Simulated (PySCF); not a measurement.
trichloroethylene (C2HCl3), SMILES ClC=C(Cl)Cl.

Coordinates come from a B3LYP-D3(BJ)/def2-SVP optimisation.

Level of theory: PBE/def2-TZVP run with PySCF.

Symmetry labels are those of the subgroup Cs that the program uses (full group Cs).

Problem. List the valence orbital energies around the gap with their symmetry. (The exact figures need the calculation; the answer reports its results.)

Solution. 
| orbital | symmetry | energy (eV) |
|---|---|---|
| HOMO−7 | A' | -10.62 |
| HOMO−6 | A" | -10.54 |
| HOMO−5 | A" | -8.85 |
| HOMO−4 | A' | -8.59 |
| HOMO−3 | A" | -8.27 |
| HOMO−2 | A' | -8.07 |
| HOMO−1 | A' | -7.69 |
| HOMO | A" | -6.20 |
| LUMO | A" | -1.83 |
| LUMO+1 | A' | -1.32 |
| LUMO+2 | A' | -1.09 |
| LUMO+3 | A' | 0.39 |
